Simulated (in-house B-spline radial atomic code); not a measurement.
Functionals against ionisation energies along an isoelectronic series: Hg to Bi³⁺

Ionisation energies as differences of self-consistent total energies from an all-electron radial atomic-structure program (B-spline basis): all electrons, radial basis limit, scalar-relativistic (one-electron X2C), spin-polarised at highest spin, spherical densities; exact exchange is averaged over the determinants of each configuration. No spin-orbit coupling, Breit or QED terms. NIST's values run from ground level to ground level, so in open shells the differences also hold multiplet and fine-structure energies that spherical high-spin averages miss. Columns give computed minus NIST, in eV; a star marks a semi-empirical value. Species are left out where the tabulated value is theory, is uncertain by more than 0.12 eV, or (13 ions, such as In⁴⁺, Te⁴⁺ and Bi⁴⁺) lies off its series for all methods alike, which flatters the means a little.

| species | shell | NIST (eV) | BLYP | SCAN | CAM-B3LYP | LC-wPBE | B97-1 |
| --- | --- | --- | --- | --- | --- | --- | --- |
| Hg | 6s | 10.44 | +0.07 | +0.18 | -0.16 | -0.59 | -0.19 |
| Tl⁺ | 6s | 20.43 | ? | ? | ? | ? | ? |
| Pb²⁺ | 6s | 31.94 | +0.26 | +0.16 | +0.04 | -0.39 | -0.05 |
| Bi³⁺ | 6s | 45.37 ± 0.06 | -0.20 | -0.43 | -0.42 | -0.84 | -0.54 |

Problem. What are the differences for Tl⁺ ([Xe] 4f14 5d10 6s2)?

Solution. BLYP +0.16; SCAN +0.17; CAM-B3LYP -0.06; LC-wPBE -0.50; B97-1 -0.13 eV.

Problem. How do the methods rank, and which species is hardest?

Solution. Mean absolute (signed) differences: CAM-B3LYP 0.17 (-0.15) eV; BLYP 0.17 (+0.07) eV; B97-1 0.23 (-0.23) eV; SCAN 0.24 (+0.02) eV; LC-wPBE 0.58 (-0.58) eV. For Bi³⁺, which loses a 6s electron, the nearest method is off by -0.20 eV, the largest such miss. The first two are tied within the accuracy of the references.
